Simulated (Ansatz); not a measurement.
Species: GaCl, charge 0, singlet. GaCl (SMILES [Cl][Ga]).
B3LYP-D3(BJ)/def2-TZVP minimum from Ansatz (a quantum-chemistry and plane-wave program):
```
Ga
Cl 1 2.2389
```

Wanted: atomisation energy (electronic, to ground-state atoms), in kcal/mol. Open shells are spin-unrestricted; no spin-orbit coupling. Correlated methods leave the cores frozen (noble-gas shells, and filled d and f shells in the p block). No relativity. CBS(X,Y): correlation extrapolated as X^-3, Hartree-Fock from the larger set. A bracket is a step between two methods taken in the basis named. Double hybrids freeze cores in their MP2 part. For partners of very few electrons the exact lower level stands in for a higher one.

CCSD(T)/CBS(def2-TZVPP,def2-QZVPP) + [CCSDT(Q) - CCSD(T)]/def2-QZVPP + [CCSDTQ - CCSDT(Q)]/def2-SVP (Ansatz) gives 113.1 kcal/mol.

Problem. What does PBE/def2-TZVPD (Ansatz) give here, and how do the other levels compare?

Solution. PBE gives 114.7 kcal/mol, 1.6 kcal/mol above it. Differences of the others: r2SCAN/def2-TZVPD (Ansatz) 0.7; PBE0/def2-TZVPD (Ansatz) -1.3; wB97M-V/def2-TZVPD (Ansatz) 0.3; B2PLYP/def2-TZVPD (Ansatz) -2.3; CCSD(T)/CBS(def2-TZVPP,def2-QZVPP) (Ansatz) 0.0 kcal/mol.
